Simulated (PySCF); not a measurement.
A structure optimised at PBE-D3(BJ)/def2-SVP, used in a PySCF frequency run:

```xyz
9

Sn     0.3982    -0.1621     0.4418
Cl     0.7498     1.1846    -1.4869
O     -1.3434    -1.1144     0.1715
C     -2.5222    -0.3572    -0.0301
H      1.5678    -1.4182     0.4833
H      0.2753     0.9258     1.7792
H     -2.7599     0.3261     0.8221
H     -3.3721    -1.0663    -0.1321
H     -2.4856     0.2607    -0.9580
```
Charge 0, spin multiplicity 1.

Question: Write its SMILES and formula.

Answer: C[O][SnH2][Cl], CH5ClOSn

Question: What are its rotational constants (standard atomic weights)?

Answer: 3.8310, 2.1473, 1.4645 GHz
